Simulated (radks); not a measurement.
Q: All-electron atom: the erbium ion Er4+ in [Xe] 4f10. All-electron calculation, scalar-relativistic Kohn-Sham, r2SCAN, spin-unpolarised, spherical densities, finite nucleus; meta-GGA in the generalised Kohn-Sham scheme; Fermi nuclear charge, rms radius 5.2516 fm. Program: a radial shooting solver on a logarithmic mesh with Libxc functionals. Some entries of the table are withheld. Estimate them.

orbital,occ.,eigenvalue (hartree),<r^2> (bohr^2),r(max) (bohr)
1s,2,-2113.041,0.0005681,0.01286
2s,2,-357.5446,0.008834,(1)
2p,6,-316.3536,(2),0.05957
3s,2,(3),0.05789,0.2070
3p,6,-69.47574,0.05834,0.2037
3d,10,-53.69881,0.04877,0.1666
4s,2,-18.00751,0.2902,0.4736
4p,6,-13.83460,0.3281,0.4947
4d,10,-8.21737,0.3895,0.5107
5s,2,-3.70715,1.631,1.092
5p,6,-2.66228,(4),1.227
4f,10,(5),0.6678,(6)

A: 
(1) 2s r(max) (bohr): 0.07321
(2) 2p <r^2> (bohr^2): 0.007190
(3) 3s eigenvalue (hartree): -82.06828
(4) 5p <r^2> (bohr^2): 2.137
(5) 4f eigenvalue (hartree): -2.06264
(6) 4f r(max) (bohr): 0.5019
